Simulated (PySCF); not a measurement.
## `CC[C@H](C)[Si@H](N)P`, C₄H₁₄NPSi

Molfile (atoms numbered from 1):
```
C4H14NPSi
     RDKit          3D

 21 20  0  0  0  0  0  0  0  0999 V2000
   -2.4687   -0.7849    0.6079 C   0  0  0  0  0  0  0  0  0  0  0  0
   -1.0109   -0.7995    0.1610 C   0  0  0  0  0  0  0  0  0  0  0  0
   -0.2704    0.5140    0.4269 C   0  0  2  0  0  0  0  0  0  0  0  0
   -0.8067    1.6520   -0.4358 C   0  0  0  0  0  0  0  0  0  0  0  0
    1.6184    0.3014    0.1384 Si  0  0  2  0  0  4  0  0  0  0  0  0
    2.1170    0.1163   -1.5011 N   0  0  0  0  0  0  0  0  0  0  0  0
    2.2580   -1.6211    1.1043 P   0  0  0  0  0  0  0  0  0  0  0  0
   -3.0521   -0.0774    0.0236 H   0  0  0  0  0  0  0  0  0  0  0  0
   -2.9114   -1.7708    0.4827 H   0  0  0  0  0  0  0  0  0  0  0  0
   -2.5433   -0.5084    1.6579 H   0  0  0  0  0  0  0  0  0  0  0  0
   -0.4943   -1.6064    0.6937 H   0  0  0  0  0  0  0  0  0  0  0  0
   -0.9642   -1.0298   -0.9065 H   0  0  0  0  0  0  0  0  0  0  0  0
   -0.4390    0.7834    1.4755 H   0  0  0  0  0  0  0  0  0  0  0  0
   -0.7183    1.4021   -1.4914 H   0  0  0  0  0  0  0  0  0  0  0  0
   -1.8536    1.8553   -0.2203 H   0  0  0  0  0  0  0  0  0  0  0  0
   -0.2428    2.5643   -0.2558 H   0  0  0  0  0  0  0  0  0  0  0  0
    2.3070    1.5116    0.6150 H   0  0  0  0  0  0  0  0  0  0  0  0
    1.8130    0.7762   -2.1974 H   0  0  0  0  0  0  0  0  0  0  0  0
    2.1957   -0.8062   -1.8975 H   0  0  0  0  0  0  0  0  0  0  0  0
    3.5632   -1.2167    1.2911 H   0  0  0  0  0  0  0  0  0  0  0  0
    1.8947   -1.2386    2.3819 H   0  0  0  0  0  0  0  0  0  0  0  0
  1  2  1  0
  2  3  1  0
  3  4  1  0
  3  5  1  0
  5  6  1  0
  5  7  1  0
  1  8  1  0
  1  9  1  0
  1 10  1  0
  2 11  1  0
  2 12  1  0
  3 13  1  1
  4 14  1  0
  4 15  1  0
  4 16  1  0
  5 17  1  1
  6 18  1  0
  6 19  1  0
  7 20  1  0
  7 21  1  0
M  END
```

The calculation used TDDFT PBE0/def2-SVPD circular dichroism and optical rotation, one conformer, gas phase (PySCF). Geometry: GFN2-xTB.

The molecule is flexible and this is one conformer; a measurement averages over conformers. States above about 7.0 eV (minus the energy of the highest occupied orbital) lie near or above the ionisation threshold and depend on the basis.

Question: Draw the ECD and absorption spectra from the lowest 8 states, each a Gaussian of half-width 0.35 eV at 1/e height.

Answer: 
| E (eV) | λ (nm) | Δε (L mol⁻¹ cm⁻¹) | ε (L mol⁻¹ cm⁻¹) |
| --- | --- | --- | --- |
| 5.52 | 225 | -0.44 | 49.1 |
| 5.67 | 219 | -1.29 | 143 |
| 5.82 | 213 | -2.79 | 305 |
| 5.97 | 208 | -4.67 | 518 |
| 6.12 | 203 | -6.34 | 824 |
| 6.27 | 198 | -6.48 | 1410 |
| 6.42 | 193 | -3.20 | 2560 |
| 6.57 | 189 | +3.56 | 4580 |
| 6.72 | 184 | +11.94 | 7600 |
| 6.87 | 180 | +21.83 | 10800 |

Δε uses R in velocity form, ε uses f in length form. Only the states computed contribute, so the short-wavelength end is incomplete.
